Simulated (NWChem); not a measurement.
Isomers of CH5ClFNSi, each optimised at B3LYP/6-31G* with NWChem, gas phase unless a solvent is named. Flexible species stand in one conformer each, which need not be the lowest. Pople sets run with spherical d functions. Relative energies count from the lowest isomer at each level and are electronic, without zero-point energy, on those geometries.

A: CN[Si@H](F)Cl
B: C[Si](N)(F)Cl
C: N[Si@@H](Cl)CF
D: NC[Si@H](F)Cl

| quantity | A | B | C | D |
|---|---|---|---|---|
| relative energy, TPSSh/def2-SVP (kcal/mol) | 16.1 | 0.0 | 56.0 | 35.5 |
| relative energy, M06-2X/def2-SVP (kcal/mol) | 18.8 | 0.0 | 59.9 | 38.9 |
| relative energy, LDA (Slater exchange, VWN5)/def2-SVP (kcal/mol) | 19.4 | 0.0 | 59.0 | 36.8 |
| relative energy, Hartree-Fock/def2-SVP (kcal/mol) | 18.0 | 0.0 | 60.4 | 39.5 |
